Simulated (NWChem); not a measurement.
Species: CuNH4O; SMILES [Cu](<-[NH3])[OH]

```xyz
7

Cu    -0.0098     0.1463     0.0004
O     -0.0989     1.9192    -0.0009
H      0.7915     2.2861     0.0015
N     -0.0441    -1.7882     0.0001
H      0.8891    -2.1895    -0.1053
H     -0.6125    -2.1589    -0.7636
H     -0.4315    -2.1653     0.8669
```
Atoms are numbered in this order, from 1.

All runs use the structure optimised with PBE0/def2-SVP.

Task: Give the principal values of the shielding tensors (ppm) of Cu1, O2, N4 from PBE0/pcSseg-1, GIAO (NWChem), with their diamagnetic and paramagnetic parts as GIAO splits them.

Result: 
```tsv
atom	σ11	σ22	σ33	isotropic	diamagnetic	paramagnetic
Cu1	-667.6	-565.8	2380.4	382.3	2403.4	-2021.0
O2	357.0	425.3	495.0	425.8	385.1	40.7
N4	236.6	277.6	278.2	264.1	313.7	-49.5
```
